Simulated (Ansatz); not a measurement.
A run on CH$_{3}$BOS (`SC1BO1`) with other settings.

```yaml
crystal:
  periodic: [false, false, false]
  atoms:
    - {symbol: S, position_ang: [-1.483565, 0.693844, -0.788339]}
    - {symbol: C, position_ang: [-0.375801, 0.120995, 0.455053]}
    - {symbol: B, position_ang: [1.012377, -0.429994, 0.222951]}
    - {symbol: O, position_ang: [0.057147, -1.332506, 0.388104]}
    - {symbol: H, position_ang: [-0.582120, 0.915039, -1.758974]}
    - {symbol: H, position_ang: [-0.738974, 0.365532, 1.447954]}
    - {symbol: H, position_ang: [2.172335, -0.400910, -0.012450]}
basis:
  gaussian: {orbitals: pcseg-2}
total_charge: 1
magnetization: {spin_polarized: true, initial_magnetization: 1}
hamiltonian: {xc: {name: LC-wPBE}}
```

```sh
$ ansatz run in.yaml --threads 2 --pin off --events-out ev --progress --plain --max-ram 4352MiB
```

Shortened log:

```
Functional definition: LC-wPBE
898 factors; their error is unknown
263 factors; integrals over basis functions are off by at most 6.3e-5 eV
mean field evaluation 1: about -14618.6904 eV, gradient 5.5e1 eV
mean field evaluation 2: about -14597.1896 eV, gradient 8.9e1 eV
mean field evaluation 4: about -14630.4816 eV, gradient 5.6e0 eV
mean field evaluation 8: about -14630.6451 eV, gradient 2.0e-1 eV
mean field evaluation 16: about -14630.5954 eV, gradient 5.5e-3 eV
mean field -14630.59540048 eV, -537.6644639939 hartree, gradient 3.2e-5 eV, S^2 0.762395; 2 other end points of the search recorded, 0 dependent functions left out
reference -14630.59540049 eV, -537.6644639942 hartree; 19, 18 occupied and 147, 148 virtual orbitals, 898 factors
Total energy: -14630.59540049 eV, -537.6644639942 hartree
```

Run time 7.5 s (2 threads of an Arm Neoverse V1 on a shared host); peak host memory 0.35 GiB.
